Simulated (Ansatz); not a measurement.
C2H8AsGa, SMILES [CH3][Ga]([CH3])[AsH2].

The structure is a stationary point at B3LYP-D3(BJ)/def2-SVP. The isomer is the one that the SMILES or the coordinates give; other isomers of the formula were not compared.

Two levels are set side by side: PBE/def2-TZVPD (Ansatz, a quantum-chemistry and plane-wave program) and CAM-B3LYP/def2-TZVPD (Ansatz). Energy differences of separate SCF runs at the same geometry; the states with an electron removed or added have multiplicity 2 and 2. Differences are taken from unrounded values.

```tsv
quantity	CAM-B3LYP
vertical ionisation energy (eV)	8.67
vertical singlet–triplet gap (eV)	4.16
```

Problem. What does PBE give, and how far is it from CAM-B3LYP? (Estimate from the structure and the level; the computed values follow.)

Solution. 
```json
[
 {"quantity": "vertical ionisation energy (eV)", "PBE": "8.43", "PBE minus CAM-B3LYP": "-0.24"},
 {"quantity": "vertical singlet–triplet gap (eV)", "PBE": "3.86", "PBE minus CAM-B3LYP": "-0.31"}
]
```
